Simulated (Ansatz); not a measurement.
CH2NO (SMILES N[C]=O) moved off its minimum; all values from Ansatz (a first-principles code), cores frozen in correlated methods. Open shells are unrestricted.
(charge 0, multiplicity 2)
```xyz
5

N     -1.0979     0.0368     0.0801
C      0.2670    -0.3953     0.0408
O      1.2295     0.2358     0.0473
H     -1.3502     1.0399    -0.0372
H     -1.8517    -0.6020    -0.0140
```

**Question.** Give the forces (eV/Å), the total energy and the dipole at CCSD(T)/cc-pVTZ.

**Answer.** 
```
atom      Fx      Fy      Fz
----  ------  ------  ------
N1     1.833   1.089  -0.027
C2    -5.565  -1.443   0.002
O3     3.172   2.113   0.001
H4     0.620  -1.153   0.119
H5    -0.059  -0.606  -0.096
```
Energy -168.9754 hartree, dipole 2.95 D.
